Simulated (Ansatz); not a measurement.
B2H7PSi2. Charge 0, multiplicity 1. The bonds changed during the relaxation, so this is another structure than the one it started from.

| atom | x (Å) | y (Å) | z (Å) |
| --- | --- | --- | --- |
| B1 | 0.785 | 0.396 | 0.127 |
| P2 | 1.678 | -1.379 | -0.287 |
| Si3 | 0.219 | -0.612 | -1.735 |
| B4 | -0.923 | 0.540 | -0.764 |
| Si5 | -1.136 | 0.162 | 1.109 |
| H6 | 0.524 | 0.162 | 1.394 |
| H7 | 1.458 | 1.379 | 0.170 |
| H8 | 0.697 | -2.116 | 0.434 |
| H9 | 0.872 | -0.106 | -2.979 |
| H10 | -1.378 | 1.530 | -1.249 |
| H11 | -1.265 | -1.183 | 1.720 |
| H12 | -1.531 | 1.228 | 2.059 |

(1) What are the harmonic wavenumbers in cm⁻¹ at PBE0-D4/def2-TZVP (Ansatz, finite differences of forces, unscaled)? (Best estimate.)

(2) Is this a minimum?

(3) Give the ideal-gas thermochemistry at 298.15 K and 1 bar (rigid rotor, harmonic oscillator; point group C1, symmetry number 1).

Answers

(1) Ansatz gave: 153, 190, 287, 382, 417, 465, 514, 529, 564, 590, 617, 625, 651, 707, 728, 742, 775, 826, 874, 907, 936, 956, 1464, 1890, 2179, 2236, 2259, 2380, 2643, 2646.

(2) Yes, all 30 modes are real.

(3) Zero-point energy 186.2 kJ/mol; H(298) − E = 207.7 kJ/mol; entropy 343.3 J/(mol·K), of which translation 168.1, rotation 115.7, vibration 59.5; G(298) − E = 105.3 kJ/mol.
